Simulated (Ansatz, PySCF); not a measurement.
ClHSi, SMILES [SiH]Cl (connectivity only; charge and spin as stated), charge -1, multiplicity 2. Atoms are numbered in the order given.

```xyz
3

Si     0.1056     1.1909     0.0000
H     -1.4330     1.3614     0.0000
Cl    -0.0107    -1.0517     0.0000
```
Charge -1, spin multiplicity 2.

Coordinates come from a PBE0-D3(BJ)/def2-TZVPD optimisation. The spin state was assumed, not searched. The isomer is the one that the SMILES or the coordinates give; other isomers of the formula were not compared.

Two levels are set side by side: PBE-D3(BJ)/def2-TZVPD (Ansatz, a quantum-chemistry and plane-wave program) and PBE0-D3(BJ)/def2-TZVPD (Ansatz). Each level has its own optimised geometry; the coordinates shown are those of the second. Frequencies come from the Hessian of PySCF at each geometry. Differences are taken from unrounded values.

```csv
quantity,PBE0-D3(BJ)
mean bond length (Å),1.897
bond Si1–Cl3 (Å),2.246
bond Si1–H2 (Å),1.548
highest harmonic wavenumber (cm⁻¹),1883
mean harmonic wavenumber (cm⁻¹),991
zero-point energy (kcal/mol),4.25
```

Task: What does PBE-D3(BJ) give, and how far is it from PBE0-D3(BJ)? (An estimate is asked for; the answer gives what the named calculation found.)

Result: 
| quantity | PBE-D3(BJ) | PBE-D3(BJ) minus PBE0-D3(BJ) |
|---|---|---|
| mean bond length (Å) | 1.915 | 0.019 |
| bond Si1–Cl3 (Å) | 2.268 | 0.022 |
| bond Si1–H2 (Å) | 1.563 | 0.015 |
| highest harmonic wavenumber (cm⁻¹) | 1805 | -78 |
| mean harmonic wavenumber (cm⁻¹) | 948 | -43 |
| zero-point energy (kcal/mol) | 4.07 | -0.18 |

Exact exchange shortens and stiffens bonds; PBE has none. Differences between two approximate levels are no errors against the true value.
